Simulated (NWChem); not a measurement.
Molecule: CdHF; SMILES [CdH][F]

```xyz
3

Cd    -0.2957    -0.1824     0.0000
H     -0.6719    -1.7724     0.0000
F      0.1492     1.6976     0.0000
```
Atoms are numbered in this order, from 1.

Level: PBE0/def2-SVP with def2 effective core potentials on Cd (NWChem), optimised geometry, unscaled harmonic frequencies. def2 effective core potentials on Cd; no spin-orbit coupling.

List the harmonic frequencies with IR intensities, and the thermochemistry.


```json
[
 {"frequency (cm⁻¹)": "473", "IR intensity (km/mol)": "75.0"},
 {"frequency (cm⁻¹)": "615", "IR intensity (km/mol)": "45.4"},
 {"frequency (cm⁻¹)": "1939", "IR intensity (km/mol)": "75.8"}
]
```

zero-point energy: 5.0 kcal/mol
thermal correction to the enthalpy at 298.15 K (with zero-point energy): 7.8 kcal/mol
heat capacity Cv: 9.6 cal/(mol K)
entropy at 298.15 K and 1 atm (symmetry number 1): 42.9 cal/(mol K)

Rigid rotor and harmonic oscillator.
